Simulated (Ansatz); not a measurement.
`[F][Ti]([F])([F])[F]`. The species carries charge 0 and has multiplicity 1. All single points use the PBE0-D4/def2-TZVP geometry.

```xyz
5

F     0.148    1.710    0.280
Ti    0.000    0.000    0.000
F     1.536   -0.640   -0.506
F    -1.184   -0.284   -1.242
F    -0.500   -0.786    1.469
```

**Question.** What is the dipole moment at ωB97M-V/def2-TZVPP? (Best estimate.)

**Answer.** Ansatz gave: 0.00 D, zero by symmetry or nearly so.

**Question.** Give the Mulliken charges with ωB97M-V, B3LYP, PBE in def2-TZVPP. (Estimate.)

**Answer.** The calculation gave: 
```
atom  ωB97M-V  B3LYP    PBE
  F1    -0.34  -0.35  -0.31
 Ti2     1.36   1.40   1.22
  F3    -0.34  -0.35  -0.31
  F4    -0.34  -0.35  -0.31
  F5    -0.34  -0.35  -0.31
```

B3LYP here is the variant with VWN-RPA as its local correlation; programs differ in this.
